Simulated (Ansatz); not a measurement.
Z-matrix (Å, degrees):
```
C
O 1 1.415
H 1 1.095 2 111.9
H 1 1.095 2 111.9 3 -121.8
H 1 1.091 2 107.4 3 119.1
Ge 2 1.752 1 119.3 3 61.6
O 6 1.757 2 113.2 1 -57.9
O 6 1.757 2 102.3 1 179.8
O 6 1.757 2 113.1 1 57.6
H 7 0.961 6 112.0 2 -59.6
H 8 0.961 6 111.9 2 179.8
H 9 0.961 6 112.0 2 60.0
```

Total charge 0; spin multiplicity 1.

(1) List the PBE0/def2-TZVPP orbital energies in eV (the Gaussian-basis code of Ansatz). (Estimate.)

## Answers

(1) Computed: Occupied: -10861.11, -1359.18, -1209.01, -1209.00, -1209.00, -522.93, -522.92, -522.92, -522.82, -279.42, -172.15, -121.97, -121.95, -121.94, -35.02, -35.02, -34.97, -34.77, -34.74, -28.77, -27.82, -27.63, -27.62, -19.18, -16.27, -14.76, -13.42, -13.41, -12.70, -12.28, -11.67, -11.07, -10.51, -9.59, -9.50, -9.12, -8.81, -8.29. Lowest empty: -0.25, 1.27, 1.38, 2.15, 2.36, 3.09, 3.35, 3.70.
